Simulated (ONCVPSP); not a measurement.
# Reading a pseudo-wave (palladium (Pd))

Columns: radius, all-electron u(r) and pseudo u(r) of the 4s shell (level -88.72 eV) of palladium in the configuration [Ar] 3d10 4s2 4p6 4d9 5s1; PBE, scalar-relativistic, ONCV scheme, ONCVPSP 4.0.1.

| r (bohr) | all-electron | pseudo |
| --- | --- | --- |
| 0.093 | 0.4317 | 0.1882 |
| 0.185 | -0.2174 | 0.3689 |
| 0.278 | -0.6613 | 0.5404 |
| 0.370 | -0.4445 | 0.6928 |
| 0.463 | 0.0672 | 0.8236 |
| 0.555 | 0.5632 | 0.9252 |
| 0.648 | 0.9265 | 0.9967 |
| 0.740 | 1.1295 | 1.0353 |
| 0.833 | 1.2014 | 1.0426 |
| 0.925 | 1.1786 | 1.0205 |
| 1.018 | 1.0965 | 0.9714 |
| 1.110 | 0.9848 | 0.9008 |
| 1.203 | 0.8606 | 0.8127 |
| 1.295 | 0.7389 | 0.7158 |
| 1.388 | 0.6243 | 0.6153 |
| 1.480 | 0.5225 | 0.5199 |
| 1.573 | 0.4327 | 0.4322 |
| 1.665 | 0.3566 | 0.3564 |
| 1.758 | 0.2915 | 0.2915 |
| 1.850 | 0.2379 | 0.2378 |
| 1.943 | 0.1929 | 0.1928 |
| 2.035 | 0.1563 | 0.1563 |
| 2.128 | 0.1260 | 0.1260 |
| 2.220 | 0.1016 | 0.1016 |
| 2.313 | 0.0816 | 0.0816 |
| 2.405 | 0.0656 | 0.0656 |

(1) How many radial nodes do the two functions have?

(2) At about which radius was the pseudo-wave matched?

(3) Where does each function peak?

(4) Is the pseudo-wave norm-conserving?

Answers

(1) The all-electron 4s function has n − l − 1 = 3 (the table is too coarse to show those close to the nucleus); the pseudo-wave has 0, since the states of the same l below it are removed with the core.

(2) 1.85 bohr. The columns agree to 0.0005 from 1.67 bohr on; several derivatives are matched, so the curves merge somewhat inside the radius.

(3) Outermost all-electron maximum near 0.83 bohr, pseudo maximum near 0.83 bohr (to the table’s step).

(4) Yes: the ONCV scheme keeps the norm inside the radius equal to the all-electron one, which fixes the energy derivative of the logarithmic derivative at the level.
